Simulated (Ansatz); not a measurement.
[FeO3N]- (FeNO₃⁻), 5 atoms. Hardware: 4 threads of Arm Neoverse V2 on a shared host.

The 6-31G sets use Cartesian d functions. Correlated methods freeze 9 core orbitals; core or outer-core shells of Fe are correlated, in sets that lack core-valence functions.

(1) How many basis functions does each of these Ansatz runs have, and roughly what does it cost? PBE0-D4/def2-TZVPD, charge 0 doublet at the geometry of the charge -1 singlet, energy, from earlier orbitals; PBE0-D4/def2-TZVPD, charge -1 triplet at the geometry of the charge -1 singlet, energy; B3LYP-D4/6-31G, charge -1 singlet, energy; PBE-D4/def2-TZVPD, charge 0 doublet at the geometry of the charge -1 singlet, energy, from earlier orbitals; CAM-B3LYP-D4/def2-TZVPD, charge -1 singlet, energy, from earlier orbitals; PBE0-D4/def2-SVP, charge 0 doublet at the geometry of the charge -1 singlet, energy with a search over starts; PBE-QIDH/def2-TZVPD, charge -1 singlet, energy, from earlier orbitals; r2SCAN-D4/def2-TZVPD, charge 0 doublet at the geometry of the charge -1 singlet, energy, from earlier orbitals; B3LYP-D4/def2-SVPD, charge -1 singlet, frequencies; r2SCAN-D4/def2-TZVPD, charge -1 triplet at the geometry of the charge -1 singlet, energy, from earlier orbitals; HF/STO-3G, charge -1 singlet, energy; r2SCAN-D4/def2-TZVPD, charge -1 singlet, energy and forces, from earlier orbitals.

Answers

(1) Other jobs shared the machine, so times can vary by a factor of up to 3. A dash marks memory too small to be measured apart from the calling script's.

```json
{"run": "HF/STO-3G, charge -1 singlet, energy", "functions": "38", "fitting or Cholesky vectors": "611", "wall time": "0.45 s", "peak host memory (GiB)": "–"}
{"run": "B3LYP-D4/6-31G, charge -1 singlet, energy", "functions": "65", "fitting or Cholesky vectors": "640", "wall time": "0.9 s", "peak host memory (GiB)": "–"}
{"run": "CAM-B3LYP-D4/def2-TZVPD, charge -1 singlet, energy, from earlier orbitals", "functions": "205", "fitting or Cholesky vectors": "1258", "wall time": "2.9 s", "peak host memory (GiB)": "0.58"}
{"run": "r2SCAN-D4/def2-TZVPD, charge -1 singlet, energy and forces, from earlier orbitals", "functions": "205", "fitting or Cholesky vectors": "1193", "wall time": "3.3 s", "peak host memory (GiB)": "–"}
{"run": "PBE-D4/def2-TZVPD, charge 0 doublet at the geometry of the charge -1 singlet, energy, from earlier orbitals", "functions": "205", "fitting or Cholesky vectors": "1193", "wall time": "8.5 s", "peak host memory (GiB)": "0.57"}
{"run": "PBE0-D4/def2-TZVPD, charge 0 doublet at the geometry of the charge -1 singlet, energy, from earlier orbitals", "functions": "205", "fitting or Cholesky vectors": "1273", "wall time": "14 s", "peak host memory (GiB)": "1"}
{"run": "PBE-QIDH/def2-TZVPD, charge -1 singlet, energy, from earlier orbitals", "functions": "205", "fitting or Cholesky vectors": "1418", "wall time": "16 s", "peak host memory (GiB)": "0.57"}
{"run": "B3LYP-D4/def2-SVPD, charge -1 singlet, frequencies", "functions": "123", "fitting or Cholesky vectors": "1279", "wall time": "24 s", "peak host memory (GiB)": "–"}
{"run": "PBE0-D4/def2-TZVPD, charge -1 triplet at the geometry of the charge -1 singlet, energy", "functions": "205", "fitting or Cholesky vectors": "1273", "wall time": "27 s", "peak host memory (GiB)": "0.98"}
{"run": "r2SCAN-D4/def2-TZVPD, charge -1 triplet at the geometry of the charge -1 singlet, energy, from earlier orbitals", "functions": "205", "fitting or Cholesky vectors": "1193", "wall time": "27 s", "peak host memory (GiB)": "0.63"}
{"run": "r2SCAN-D4/def2-TZVPD, charge 0 doublet at the geometry of the charge -1 singlet, energy, from earlier orbitals", "functions": "205", "fitting or Cholesky vectors": "1193", "wall time": "40 s", "peak host memory (GiB)": "0.63"}
{"run": "PBE0-D4/def2-SVP, charge 0 doublet at the geometry of the charge -1 singlet, energy with a search over starts", "functions": "87", "fitting or Cholesky vectors": "853", "wall time": "46 s", "peak host memory (GiB)": "–"}
```
